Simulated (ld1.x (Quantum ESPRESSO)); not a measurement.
# Configuration tests for Ga (PAW)

```
Element                 : gallium
Generator               : ld1.x (Quantum ESPRESSO) 7.5
Type                    : PAW
Functional              : PBE
Relativity              : scalar-relativistic
Frozen core             : [Ar] 3d10
Valence charge          : 3
Reference configuration : 4s2 4p0.5 (charge +0.5)
Partial waves           : 4s (bound): rcut 1.65, rcutus 2.00 bohr; 4s channel at 0.75 Ry: rcut 1.65, rcutus 2.00 bohr; 4p (bound): rcut 1.65, rcutus 2.30 bohr; 4p channel at -0.05 Ry: rcut 1.65, rcutus 2.30 bohr; 4d channel at -0.2 Ry: rcut 1.55, rcutus 1.70 bohr
Local potential         : all-electron potential smoothed inside 2.25 bohr (lloc = -1)
Core correction         : Bessel-smoothed model core inside 0.95 bohr
Augmentation charge     : PSQ, inside the norm-conserving radii
```

Energies are relative to the spin-unpolarised reference configuration 4s2 4p0.5; without spin polarisation the order of configurations can differ from experiment. The frozen-core shift is the all-electron ΔE with the core orbitals held at their reference shape minus the fully relaxed ΔE.

(1) Give the all-electron excitation energy and the error of the potential for: 4s2 4p1; 4s2 4p0; 4s1 4p0; 4s0 4p3; 4s2 4p1.3; 4s1 4p1; 4s1 4p2.

Note: ghost state, extra bound levels that the all-electron valence spectrum of the same l lacks: d at -14.6 eV. A true bound ghost makes a file unfit for plane-wave use.

Answers

(1)

```csv
valence configuration,charge,ΔE all-electron (eV),error AE − PS (meV),frozen-core shift (meV)
4s2 4p1,0,-2.030,-1.5,+1.5
4s2 4p0,+1,3.658,-5.2,+5.1
4s1 4p0,+2,24.786,-169,+169
4s0 4p3,0,11.341,-57,+58
4s2 4p1.3,-0.3,-2.564,-2.6,+2.7
4s1 4p1,+1,11.030,-40,+40
4s1 4p2,0,4.507,-11,+12
```
